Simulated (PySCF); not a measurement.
# Electric field gradients and quadrupole coupling constants

C5H13NO2Si.
Cartesian coordinates in Å at the GFN2-xTB level; atoms count from 1:
```
atom  x, y, z in Å
C1     3.6028    0.1228   -0.9256
C2     2.6582   -0.6031    0.0187
O3     1.3373   -0.4704   -0.4430
Si4   -0.0074   -0.9608    0.3019
O5    -0.0639   -0.3383    1.8067
C6    -1.4724   -0.2904   -0.6912
C7    -1.6669    1.2334   -0.7897
C8    -3.0620    1.0069   -0.2010
N9    -2.6897   -0.3659    0.1534
H10    4.6293   -0.0002   -0.5913
H11    3.3609    1.1817   -0.9518
H12    3.5034   -0.2809   -1.9296
H13    2.9114   -1.6686    0.0689
H14    2.7293   -0.1894    1.0298
H15   -0.0625   -2.4231    0.4073
H16   -0.9267   -0.2242    2.1996
H17   -1.6023   -0.7713   -1.6648
H18   -1.6301    1.6558   -1.7905
H19   -1.0072    1.7964   -0.1347
H20   -3.3325    1.6058    0.6733
H21   -3.8635    1.0875   -0.9447
H22   -3.3560   -1.0845   -0.1060
```

Field gradients from the PBE0/pcSseg-1 density (PySCF, non-relativistic), principal values in atomic units, ordered |Vxx| ≤ |Vyy| ≤ |Vzz|:

```
atom      Vxx      Vyy      Vzz
  O3  -0.5009  -1.1590   1.6599
  O5  -0.3613  -1.1117   1.4730
  N9   0.5485   0.6192  -1.1678
```

Task: Find the asymmetry η = (Vxx − Vyy)/Vzz and the couplings χ = eQV/h (234.96 MHz × Q in barn × V in au), with Q(17O) = −0.0256 b, Q(14N) = 0.02044 b.

Result: 
```json
{"atom": "O3", "environment": "silyl ether oxygen", "nucleus": "17O", "η": "0.40", "χzz (MHz)": "-9.98", "χxx (MHz)": "3.01", "χyy (MHz)": "6.97"}
{"atom": "O5", "environment": "silanol oxygen", "nucleus": "17O", "η": "0.51", "χzz (MHz)": "-8.86", "χxx (MHz)": "2.17", "χyy (MHz)": "6.69"}
{"atom": "N9", "environment": "secondary amine nitrogen", "nucleus": "14N", "η": "0.06", "χzz (MHz)": "-5.61", "χxx (MHz)": "2.63", "χyy (MHz)": "2.97"}
```

Task: What is Vzz at O5 in SI units (1 au = 9.71736 × 10²¹ V/m²)?

Result: 1.4730 au = 14.313 × 10²¹ V/m².

Task: And the gradient at the other heavy atoms, for which no coupling is worked out here?

Result: 
```csv
atom,environment,Vzz (au),η
C1,methyl carbon,0.059,0.42
C2,sp3 carbon bound to oxygen,0.418,0.14
Si4,oxygen-bound silicon,-0.338,0.68
C6,sp3 carbon bound to nitrogen,0.263,0.78
C7,four-membered-ring carbon,-0.088,0.95
C8,sp3 carbon bound to nitrogen,0.209,0.35
```

Were the hydrogens deuterons (Q(2H) = 0.00286 b), χzz would run from 105 kHz (H15) to 338 kHz (H16).

Isolated species at its GFN2-xTB geometry (one conformer only). GFN2-xTB bond lengths can be off by several hundredths of an ångström, more for odd bonds, and the gradients follow them. These gradients aren't converged with respect to the basis.
